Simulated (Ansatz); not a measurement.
Rb₂H₃: single points at one geometry.

```yaml
crystal:
  periodic: [false, false, false]
  atoms:
    - {symbol: Rb, position_ang: [0.683270, -1.535341, -1.150816]}
    - {symbol: Rb, position_ang: [-3.123577, 0.399460, -1.290275]}
    - {symbol: H, position_ang: [1.967109, 0.299865, 1.386776]}
    - {symbol: H, position_ang: [-0.796893, 0.378691, -0.094195]}
    - {symbol: H, position_ang: [1.270091, 0.457315, 1.148510]}
basis:
  gaussian: {orbitals: def2-TZVP, initial_orbitals: start.molden}
magnetization: {spin_polarized: true, initial_magnetization: 1}
hamiltonian: {xc: {name: wB97M-V}}
scf: {omitted_lower_state_checks: [starts]}
output: {orbitals: {seedname: orbitals}}
```

The file start.molden holds the orbitals of an earlier run on this structure, at another level or in another basis.

```sh
$ ansatz run in.yaml --threads 4 --pin off --events-out ev --progress --plain --max-ram 3916MiB
```

Output, abridged:

```
Functional definition: wB97M-V
780 factors; their error is unknown
405 factors; integrals over basis functions are off by at most 4.1e-5 eV
mean field evaluation 1: about -1354.7003 eV, gradient 2.7e0 eV
mean field evaluation 2: about -1354.7715 eV, gradient 7.4e-2 eV
mean field evaluation 4: about -1354.7690 eV, gradient 1.3e-3 eV
mean field -1354.76895133 eV, -49.7868406660 hartree, gradient 2.1e-5 eV, S^2 0.751236; 0 other end points of the search recorded, 0 dependent functions left out
reference -1354.76899704 eV, -49.7868423458 hartree; 11, 10 occupied and 73, 74 virtual orbitals, 780 factors
Total energy: -1354.76899704 eV, -49.7868423458 hartree
Checks for a lower state left out: starts
```

It took 16 s on 4 threads of Arm Neoverse V1 on a shared host, peak host memory 0.62 GiB.

Geometry: r2SCAN-D4/def2-TZVP.

In the def2 sets Rb takes a core potential; there is no spin–orbit coupling. In the doublet, H3 and H5 lie 0.75 Å apart (atoms count from 1), so H2 has formed as a molecule. The structure comes from a short search, and lower isomers may exist.
